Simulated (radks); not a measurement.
Question: These are the eigenvalues of the occupied orbitals of an atom or ion with whole-number occupations (eV). Method: scalar-relativistic Kohn-Sham, r2SCAN, spin-polarised, spherical densities, finite nucleus; meta-GGA in the generalised Kohn-Sham scheme; Fermi nuclear charge, rms radius of each element as measured or else 0.836 A^(1/3) + 0.57 fm; computed with a radial shooting solver on a logarithmic mesh with Libxc functionals.

1s up: -48456.41
1s down: -48456.40
2s up: -7995.771
2s down: -7995.663
2p up: -7122.727
2p down: -7122.636
3s up: -1786.433
3s down: -1783.957
3p up: -1513.316
3p down: -1510.826
3d up: -1147.848
3d down: -1145.853
4s up: -377.9658
4s down: -371.8822
4p up: -287.2825
4p down: -281.1846
4d up: -160.3759
4d down: -154.2247
5s up: -60.7224
5s down: -57.1851
5p up: -37.7256
5p down: -34.6135
4f up: -23.0804
5d up: -10.5901
6s up: -10.4599

Which element is it, and in what charge state? The configuration may be excited. Open shells, if any, are filled with parallel spins first.

Answer: Z = 63, europium, charge +1: Eu+ in [Xe] 4f5 5d2 6s1. The list shows which subshells hold electrons but not how many an open one holds; the 1s level, -1780.7 hartree, gives Z - s = 59.7 by -(Z - s)^2/2, which with screening and relativity narrows Z to a few neighbours, and the depths of the outer levels then fix element, charge and occupations together.
